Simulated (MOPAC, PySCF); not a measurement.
C10H7BS, SMILES `Bc1cc2cccc(C#C)c2s1`, neutral singlet in the gas phase. 

Cartesian coordinates (Å):
```xyz
19

B      3.7720    -0.6878    -0.4913
C      2.2634    -0.5087    -0.3480
C      1.2993    -1.4968    -0.3593
C     -0.0301    -1.0102    -0.2008
C     -1.2469    -1.7214    -0.1645
C     -2.4324    -1.0296     0.0016
C     -2.4395     0.3693     0.1342
C     -1.2575     1.1110     0.1037
C     -1.2555     2.5302     0.2378
C     -1.2297     3.7379     0.3503
C     -0.0461     0.4029    -0.0661
S      1.5400     1.0714    -0.1378
H      4.2124    -1.8045    -0.6328
H      4.5194     0.2607    -0.4650
H      1.5492    -2.5527    -0.4787
H     -1.2430    -2.8089    -0.2674
H     -3.3804    -1.5706     0.0311
H     -3.3842     0.9002     0.2646
H     -1.2103     4.8075     0.4498
```
Charge 0, multiplicity 1.

All levels are single points at this geometry (PBE0-D3(BJ)/def2-SVP); Pople sets use spherical d functions. Orbital energies aren't observables, and empty levels follow the basis.

PM6 in MOPAC gives gap (eV) = 7.30.

Task: Estimate the gap (eV) from each of these levels: PBE-D3(BJ)/def2-TZVP in PySCF; PBE0-D3(BJ)/def2-TZVP in PySCF; ωB97X-D3(BJ)/def2-TZVP in PySCF; B3LYP/3-21G in PySCF; B3LYP/6-31G* in PySCF; BP86/6-31G* in PySCF; M06-2X/6-31G* in PySCF; PBE/6-31G* in PySCF; SVWN5/6-31G* in PySCF; HF/STO-3G in PySCF; AM1 in MOPAC; PM7 in MOPAC.

Result: 
| level | gap (eV) |
|---|---|
| PBE-D3(BJ)/def2-TZVP in PySCF | 2.48 |
| PBE0-D3(BJ)/def2-TZVP in PySCF | 4.10 |
| ωB97X-D3(BJ)/def2-TZVP in PySCF | 7.99 |
| B3LYP/3-21G in PySCF | 3.88 |
| B3LYP/6-31G* in PySCF | 3.84 |
| BP86/6-31G* in PySCF | 2.53 |
| M06-2X/6-31G* in PySCF | 5.91 |
| PBE/6-31G* in PySCF | 2.52 |
| SVWN5/6-31G* in PySCF | 2.47 |
| HF/STO-3G in PySCF | 10.38 |
| AM1 in MOPAC | 7.71 |
| PM7 in MOPAC | 7.09 |
